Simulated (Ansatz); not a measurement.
`CB(C)[SiH2]N` + `CCCC=O` → `CCCC(C)=O` + `CB[SiH2]N`  (formal exchange of groups at a C–B bond)

Calculated with Ansatz (gas phase, PBE0-D4/def2-TZVP geometries, no zero-point term in ΔE). CCSD(T)/CBS adds triple-zeta CCSD(T) − MP2 to the extrapolated MP2 energy (def2 sets, frozen cores). Functionals use def2-TZVPP. Each species was taken in one conformer, which may not be the lowest.

| level | ΔE (kJ/mol) |
| --- | --- |
| PBE | 25.2 |
| r2SCAN | 22.8 |
| MP2/def2-QZVPP | 20.3 |
| SCS-MP2/def2-QZVPP | 18.2 |

Problem. What does CCSD(T)/CBS give? (Estimate.)

Solution. Ansatz gave: +19.6 kJ/mol. The listed levels differ from it by 5.6, 3.2, 0.7, -1.4 kJ/mol.

Largest T1 diagnostic among the species: 0.012.

In def2-TZVPP, CCSD(T) changes the Hartree–Fock value by +7.0 kJ/mol (the triples alone add +0.7 kJ/mol) and MP2 by +7.8 kJ/mol.
